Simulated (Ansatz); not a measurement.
Cost and result for the atomization energy of `[SiH3][SiH](Cl)Br` (8 atoms, 7 bonds).

The species carries charge 0 and has multiplicity 1. Correlated methods include outer-core shells of Br, which these sets cover unevenly. Scalar relativity is left out up to krypton. The structure was optimised at the PBE0-D4/def2-TZVP level. Program: Ansatz. All runs use 4 threads of an Arm Neoverse V2 on a shared host. Times are those of one run each, without the atoms' runs, and a repeat can differ threefold. Electronic energies, without spin–orbit coupling; frozen cores. CCSD(T)/CBS adds CCSD(T) − MP2 in def2-TZVPP to the MP2 limit, and its time is that of the two runs behind it. T1 = 0.009. With those shells the extrapolation isn't a true limit. HSE06 is the plane-wave form, built on full-range PBE exchange.

CCSD(T)/CBS is a level of theory with its own doubt, some kJ/mol a heavy atom from the limit and from the frozen cores, so smaller differences don't rank the functionals.

```json
{"level": "BLYP-D4/def2-TZVPP", "functions": "230", "wall time": "1.9 s", "atomization (kcal/mol)": "540.6", "difference from CCSD(T)/CBS": "-15.1", "per bond": "-2.2"}
{"level": "PBE-D4/def2-TZVPP (with forces)", "functions": "230", "wall time": "2.3 s", "atomization (kcal/mol)": "549.5", "difference from CCSD(T)/CBS": "-6.2", "per bond": "-0.9"}
{"level": "BHLYP-D4/def2-TZVPP", "functions": "230", "wall time": "3.2 s", "atomization (kcal/mol)": "543.1", "difference from CCSD(T)/CBS": "-12.6", "per bond": "-1.8"}
{"level": "CCSD(T)/def2-SVP", "functions": "106", "wall time": "3.4 s", "atomization (kcal/mol)": "506.9", "difference from CCSD(T)/CBS": "-48.8", "per bond": "-7.0"}
{"level": "HSE06-D4/def2-TZVPP", "functions": "230", "wall time": "3.6 s", "atomization (kcal/mol)": "548.6", "difference from CCSD(T)/CBS": "-7.1", "per bond": "-1.0"}
{"level": "B2PLYP/def2-TZVPP", "functions": "230", "wall time": "4.8 s", "atomization (kcal/mol)": "540.7", "difference from CCSD(T)/CBS": "-15.0", "per bond": "-2.1"}
{"level": "r2SCAN-D4/def2-TZVPP (with forces)", "functions": "230", "wall time": "4.9 s", "atomization (kcal/mol)": "555.2", "difference from CCSD(T)/CBS": "-0.5", "per bond": "-0.1"}
{"level": "r2SCANh-D4/def2-TZVPP", "functions": "230", "wall time": "6 s", "atomization (kcal/mol)": "553.3", "difference from CCSD(T)/CBS": "-2.4", "per bond": "-0.4"}
{"level": "ωB97X-V/def2-TZVPP", "functions": "230", "wall time": "8 s", "atomization (kcal/mol)": "557.9", "difference from CCSD(T)/CBS": "2.2", "per bond": "0.3"}
{"level": "B97M-V/def2-TZVPP", "functions": "230", "wall time": "10 s", "atomization (kcal/mol)": "557.3", "difference from CCSD(T)/CBS": "1.6", "per bond": "0.2"}
{"level": "MP2/def2-QZVPP", "functions": "419", "wall time": "17 s", "atomization (kcal/mol)": "552.0", "difference from CCSD(T)/CBS": "-3.7", "per bond": "-0.5"}
{"level": "CCSD(T)/def2-TZVPP", "functions": "230", "wall time": "110 s", "atomization (kcal/mol)": "536.9", "difference from CCSD(T)/CBS": "-18.8", "per bond": "-2.7"}
{"level": "CCSD(T)/CBS(def2)", "functions": "–", "wall time": "2.1 min", "atomization (kcal/mol)": "555.7", "difference from CCSD(T)/CBS": "0.0", "per bond": "0.0"}
```

From BLYP to BHLYP (50 % exact exchange), in def2-TZVPP and without D4, the atomization energy moves by +6.1 kcal/mol. The D4 term adds +9.5 kcal/mol with B3LYP and +5.0 kcal/mol with PBE0; it sums over pairs of atoms, weighted by their polarisabilities, and B3LYP, whose exchange is more repulsive, gets the larger term. Leaving LDA and LC-ωPBE aside and taking each functional with its dispersion term where it has one, the values, not all of them listed here, spread over 17.5 kcal/mol, from revPBE-D4 to ωB97X-V. LDA lies +69.9 kcal/mol from PBE without D4, its usual overbinding.

B3LYP here is the variant with VWN-RPA as its local correlation; programs differ in this.
